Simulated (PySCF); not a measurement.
Molecule (SMILES): [C]=C=[C] (closed-shell singlet).
Geometry (B3LYP-D3(BJ)/def2-TZVP, fixed):
```
C
C 1 1.2873
C 1 1.2873 2 180.00
```
Charge 0, spin multiplicity 1.

Basis-set convergence of the mean static polarisability at HF with PySCF. All functions are spherical. Density fitting with generated auxiliary sets. No added dispersion term, no relativity. Reference: the value in d-aug-cc-pVTZ, 34.05 bohr³, itself unsure by roughly 0.1 % (its mean distance from aug-pcseg-3, aug-cc-pVQZ, aug-pcseg-2). Deviations are taken from unrounded values.

```tsv
basis	functions
def2-SVP	42
def2-SVPD	60
def2-TZVPP	93
def2-TZVPPD	111
def2-QZVPP	171
def2-QZVPPD	189
```

### Question
Which is the smallest def2 set listed that can be trusted to 2 % here, that is, within that of the reference together with its larger relatives (same family, alike in diffuse functions; a set with none to test it counts only in the reference's own line)?

### Answer
The smallest set listed that lies within 2 % of the reference with all its larger relatives (same family, alike in diffuse functions; a set with none counts only in the reference's own line) is def2-TZVPPD (111 functions, -0.4 % off). Value minus reference over the reference: def2-SVP -17.9, def2-SVPD -2.6, def2-TZVPP -6.8, def2-TZVPPD -0.4, def2-QZVPP -4.2, def2-QZVPPD -0.1 %.
